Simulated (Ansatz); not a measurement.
Computed with Ansatz on PBE0-D4/def2-TZVP structures; ΔE is electronic, products minus reactants. CBS: MP2 limit from def2 TZ/QZ plus the TZ coupled-cluster correction, frozen cores. This one scheme is used for every species. Functionals use def2-TZVPP. B3LYP here is the variant with VWN-RPA as its local correlation; programs differ in this. Triplets are unrestricted, without spin–orbit coupling. Each species was taken in one conformer, which may not be the lowest.

Reaction (formal loss of a carbene): `CBCC(O)=S` → `[CH2]` (triplet) + `BCC(O)=S`

| level | ΔE (kJ/mol) | difference from CCSD(T)/CBS |
| --- | --- | --- |
| PBE-D4 | 501.3 | 9.9 |
| ωB97X-V | 501.6 | 10.2 |
| ωB97M-V | 495.9 | 4.5 |
| PBE | 495.7 | 4.3 |
| r2SCAN | 472.3 | -19.1 |
| PBE0 | 487.4 | -4.0 |
| B3LYP | 476.3 | -15.1 |
| HF/def2-TZVPP | 340.4 | -151.0 |
| MP2/def2-TZVPP | 493.0 | 1.6 |
| SCS-MP2/def2-TZVPP | 490.5 | -0.9 |
| CCSD/def2-TZVPP | 468.2 | -23.2 |
| CCSD(T)/def2-TZVPP | 479.5 | -11.9 |
| MP2/def2-QZVPP | 499.8 | 8.4 |
| SCS-MP2/def2-QZVPP | 498.8 | 7.4 |
| HF/CBS(def2) | 340.4 | -151.0 |
| CCSD/CBS(def2) | 480.1 | -11.3 |
| CCSD(T)/CBS | 491.4 | 0 |

Largest T1 diagnostic among the species: 0.016.

From PBE to PBE0 (25 % exact exchange), in def2-TZVPP and without D4, ΔE moves by −8.3 kJ/mol. In def2-TZVPP, CCSD(T) changes the Hartree–Fock value by +139.2 kJ/mol (the triples alone add +11.3 kJ/mol) and MP2 by +152.6 kJ/mol.
